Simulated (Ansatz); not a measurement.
Program: Ansatz. Geometries: PBE0-D4/def2-TZVP. ΔE: electronic, gas phase. CBS: MP2 limit from def2 TZ/QZ plus the TZ coupled-cluster correction, frozen cores. This one scheme is used for every species. Functionals use def2-TZVPP. One conformer a species, not always the lowest.

Reaction (hydrogenolysis of the Si–Al bond): `[NH2][AlH][SiH]1[SiH2]S1` + H₂ → `[SiH2]1[SiH2]S1` + `[NH2][AlH2]`

`[NH2][AlH][SiH]1[SiH2]S1`:

Z-matrix (Å, degrees):
```
Si
Al 1 2.428
S 1 2.190 2 110.6
Si 1 2.262 2 118.4 3 -63.1
H 1 1.489 2 123.6 3 137.2
N 2 1.762 1 111.3 3 11.6
H 2 1.583 1 127.7 3 -171.3
H 4 1.482 1 122.1 2 -160.2
H 4 1.483 1 122.1 2 -5.2
H 6 1.009 2 122.5 1 -4.5
H 6 1.007 2 126.7 1 176.4
```

H₂:

```xyz
2

H    -0.151    0.048   -0.338
H     0.151   -0.048    0.338
```

`[SiH2]1[SiH2]S1`:

Cartesian coordinates in Å:
```
Si 0.371 0.693 0.809
Si -0.583 -0.624 -0.737
S 1.555 -0.508 -0.527
H 0.507 2.157 0.626
H 0.448 0.308 2.238
H -1.120 -0.089 -2.010
H -1.178 -1.938 -0.399
```

`[NH2][AlH2]`:

Cartesian coordinates in Å:
```
N 0.432 0.540 0.633
Al -0.382 -0.477 -0.559
H 1.395 0.441 0.914
H 0.001 1.303 1.131
H 0.457 -1.633 -1.243
H -1.903 -0.173 -0.876
```

| level | ΔE (eV) |
| --- | --- |
| PBE-D4 | 0.27 |
| PBE | 0.18 |

Problem. What does CCSD(T)/CBS give? (An estimate is asked.)

Solution. Ansatz gave: +0.12 eV. The listed levels differ from it by 0.15, 0.06 eV.

Largest T1 diagnostic among the species: 0.014.

From PBE to PBE0 (25 % exact exchange), in def2-TZVPP and without D4, ΔE moves by −0.06 eV. The D4 term adds +0.14 eV with B3LYP and +0.08 eV with PBE0; it sums over pairs of atoms, weighted by their polarisabilities, and B3LYP, whose exchange is more repulsive, gets the larger term.

B3LYP here is the variant with VWN-RPA as its local correlation; programs differ in this.
